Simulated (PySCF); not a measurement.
C$_{3}$H$_{3}$ (SMILES [CH]1C=C1), doublet, at a GFN2-xTB geometry; CCSD(T)/cc-pVDZ (PySCF).

Here is a job for PySCF.
```python
from pyscf import gto, scf, cc

mol = gto.M(
    atom='''
C     0.01137253    0.00043044    0.89107543
C     0.06264617   -0.66008582   -0.41729858
C     0.04247067    0.66144996   -0.41767946
H    -0.79304238   -0.01164344    1.60888743
H     0.07098274   -1.56700412   -0.97228411
H     0.02312338    1.56788010   -0.97318762
''',
    basis='cc-pvdz',
    spin=1,
    verbose=4,
)

mf = scf.UHF(mol)
mf.kernel()

mycc = cc.CCSD(mf)
mycc.kernel()
et = mycc.ccsd_t()
print('E(CCSD(T)) = %.10f' % (mycc.e_tot + et))
```

Output, abridged:

```
PySCF version 2.14.0

[INPUT] verbose = 4
[INPUT] num. atoms = 6
[INPUT] num. electrons = 21
[INPUT] charge = 0
[INPUT] spin (= nelec alpha-beta = 2S) = 1
[INPUT] symmetry False subgroup None
[INPUT] Mole.unit = angstrom
[INPUT] Symbol           X                Y                Z      unit          X                Y                Z       unit  Magmom
[INPUT]  1 C      0.011372530000   0.000430440000   0.891075430000 AA    0.021490967043   0.000813413713   1.683888519029 Bohr   0.0
[INPUT]  2 C      0.062646170000  -0.660085820000  -0.417298580000 AA    0.118384104053  -1.247381418509  -0.788580028370 Bohr   0.0
[INPUT]  3 C      0.042470670000   0.661449960000  -0.417679460000 AA    0.080257934627   1.249959269505  -0.789299787256 Bohr   0.0
[INPUT]  4 H     -0.793042380000  -0.011643440000   1.608887430000 AA   -1.498632903373  -0.022002912748   3.040356607955 Bohr   0.0
[INPUT]  5 H      0.070982740000  -1.567004120000  -0.972284110000 AA    0.134137938171  -2.961208622865  -1.837350683166 Bohr   0.0
[INPUT]  6 H      0.023123380000   1.567880100000  -0.973187620000 AA    0.043696855274   2.962863985156  -1.839058069617 Bohr   0.0

nuclear repulsion = 57.9583899899021
number of shells = 24
number of NR pGTOs = 99
number of NR cGTOs = 57
basis = cc-pvdz
ecp = {}

******** <class 'pyscf.scf.uhf.UHF'> ********
method = UHF
initial guess = minao
damping factor = 0
level_shift factor = 0
DIIS = <class 'pyscf.scf.diis.CDIIS'>
diis_start_cycle = 1
diis_space = 8
diis_damp = 0
SCF conv_tol = 1e-09
SCF conv_tol_grad = None
SCF max_cycles = 50
direct_scf = True
direct_scf_tol = 1e-13
number electrons alpha = 11  beta = 10
Set gradient conv threshold to 3.16228e-05
init E= -115.924998375401

cycle= 1 E= -115.151319858486  delta_E= 0.774  |g|= 0.228  |ddm|=  1.7
cycle= 2 E= -115.193877814946  delta_E= -0.0426  |g|= 0.0926  |ddm|= 0.297
cycle= 3 E= -115.200149469389  delta_E= -0.00627  |g|= 0.0367  |ddm|= 0.11
cycle= 4 E= -115.202041311989  delta_E= -0.00189  |g|= 0.0149  |ddm|= 0.0615
cycle= 5 E= -115.202555570259  delta_E= -0.000514  |g|= 0.00756  |ddm|= 0.0346
cycle= 6 E= -115.20271403485  delta_E= -0.000158  |g|= 0.00328  |ddm|= 0.022
cycle= 7 E= -115.202739751951  delta_E= -2.57e-05  |g|= 0.00135  |ddm|= 0.0103
cycle= 8 E= -115.202743905982  delta_E= -4.15e-06  |g|= 0.000529  |ddm|= 0.00401
cycle= 9 E= -115.202744635797  delta_E= -7.3e-07  |g|= 0.000193  |ddm|= 0.00188
cycle= 10 E= -115.202744734357  delta_E= -9.86e-08  |g|= 5.65e-05  |ddm|= 0.000815
cycle= 11 E= -115.202744741643  delta_E= -7.29e-09  |g|= 1.3e-05  |ddm|= 0.00024
cycle= 12 E= -115.202744741949  delta_E= -3.06e-10  |g|= 4.79e-06  |ddm|= 4.01e-05
Extra cycle  E= -115.202744741979  delta_E= -2.96e-11  |g|= 2.88e-06  |ddm|= 8.82e-06
converged SCF energy = -115.202744741979  <S^2> = 0.7596482  2S+1 = 2.009625

******** <class 'pyscf.cc.uccsd.UCCSD'> ********
CC2 = 0
CCSD nocc = (np.int64(11), np.int64(10)), nmo = (57, 57)
max_cycle = 50
direct = 0
conv_tol = 1e-07
conv_tol_normt = 1e-06
diis_space = 6
diis_start_cycle = 0
diis_start_energy_diff = 1e+09
Init t2, MP2 energy = -0.375999745316361
Init E_corr(UCCSD) = -0.375999745323948
cycle = 1  E_corr(UCCSD) = -0.389711058154293  dE = -0.0137113128  norm(t1,t2) = 0.0700686
cycle = 2  E_corr(UCCSD) = -0.399597932616115  dE = -0.00988687446  norm(t1,t2) = 0.0233293
cycle = 3  E_corr(UCCSD) = -0.40244856118156  dE = -0.00285062857  norm(t1,t2) = 0.0109821
cycle = 4  E_corr(UCCSD) = -0.40332800889002  dE = -0.000879447708  norm(t1,t2) = 0.00350493
cycle = 5  E_corr(UCCSD) = -0.403178552570242  dE = 0.00014945632  norm(t1,t2) = 0.00130714
cycle = 6  E_corr(UCCSD) = -0.403163266636096  dE = 1.52859341e-05  norm(t1,t2) = 0.000398666
cycle = 7  E_corr(UCCSD) = -0.40317989692273  dE = -1.66302866e-05  norm(t1,t2) = 0.000177012
cycle = 8  E_corr(UCCSD) = -0.403179097578698  dE = 7.99344032e-07  norm(t1,t2) = 5.41954e-05
cycle = 9  E_corr(UCCSD) = -0.403178466488773  dE = 6.31089925e-07  norm(t1,t2) = 2.16653e-05
cycle = 10  E_corr(UCCSD) = -0.403178177645203  dE = 2.88843571e-07  norm(t1,t2) = 6.76478e-06
cycle = 11  E_corr(UCCSD) = -0.403178090300664  dE = 8.73445391e-08  norm(t1,t2) = 3.22853e-06
cycle = 12  E_corr(UCCSD) = -0.403178050218132  dE = 4.00825317e-08  norm(t1,t2) = 1.29846e-06
cycle = 13  E_corr(UCCSD) = -0.403178036907479  dE = 1.33106535e-08  norm(t1,t2) = 5.48133e-07
UCCSD converged
E(UCCSD) = -115.6059227788861  E_corr = -0.4031780369074787
UCCSD(T) correction = -0.0157458145112949
E(CCSD(T)) = -115.6216685934
```
